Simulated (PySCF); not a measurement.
**Correlation energy of Mn²⁺ (manganese, charge +2)**

[Ar] 3d4 4s1, high-spin 6D determinant (an excited configuration). All numbers are calculated (PySCF 2.14, the spin-free X2C one-electron Hamiltonian (Gaussian nucleus), in ANO-RCC-VTZP). Frozen: [Ne]; 13 electrons correlated.

```tsv
level	correlation energy (mhartree)
CCSD	-387.70
(T)	-6.63
CCSD(T)	-394.33
```

Diagnostics: T1 = 0.0058, D1 = 0.0208, largest double amplitude 0.027.

Cost of the coupled-cluster step: about 7 core-seconds, for 13 correlated electrons.

Iterations:

```
CC2 = 0
CCSD nocc = (np.int64(9), np.int64(4)), nmo = (54, 54)
frozen orbitals [[0, 1, 2, 3, 4], [0, 1, 2, 3, 4]]
max_cycle = 100
direct = 0
conv_tol = 1e-08
conv_tol_normt = 1e-06
diis_space = 8
diis_start_cycle = 0
Init t2, MP2 energy = -0.375219586225703
Init E_corr(UCCSD) = -0.375219586227666
cycle = 1  E_corr(UCCSD) = -0.382827800693405  dE = -0.00760821447  norm(t1,t2) = 0.0311026
cycle = 2  E_corr(UCCSD) = -0.386935683783459  dE = -0.00410788309  norm(t1,t2) = 0.00717329
cycle = 3  E_corr(UCCSD) = -0.387593445980355  dE = -0.000657762197  norm(t1,t2) = 0.00273814
cycle = 4  E_corr(UCCSD) = -0.387730971754878  dE = -0.000137525775  norm(t1,t2) = 0.000633051
cycle = 5  E_corr(UCCSD) = -0.38769532688976  dE = 3.56448651e-05  norm(t1,t2) = 0.000236588
cycle = 6  E_corr(UCCSD) = -0.387698466839576  dE = -3.13994982e-06  norm(t1,t2) = 7.12223e-05
cycle = 7  E_corr(UCCSD) = -0.387701762551412  dE = -3.29571184e-06  norm(t1,t2) = 1.34007e-05
cycle = 8  E_corr(UCCSD) = -0.387701431840685  dE = 3.30710727e-07  norm(t1,t2) = 2.97303e-06
cycle = 9  E_corr(UCCSD) = -0.387701405162995  dE = 2.66776899e-08  norm(t1,t2) = 8.39179e-07
cycle = 10  E_corr(UCCSD) = -0.387701396886141  dE = 8.27685392e-09  norm(t1,t2) = 1.14074e-06
cycle = 11  E_corr(UCCSD) = -0.387701420565259  dE = -2.36791181e-08  norm(t1,t2) = 7.68352e-07
cycle = 12  E_corr(UCCSD) = -0.387701420192508  dE = 3.72750997e-10  norm(t1,t2) = 6.69434e-08
UCCSD converged
E(UCCSD) = -1156.733382150076  E_corr = -0.3877014201925083
UCCSD(T) correction = -0.00663365516368737
```
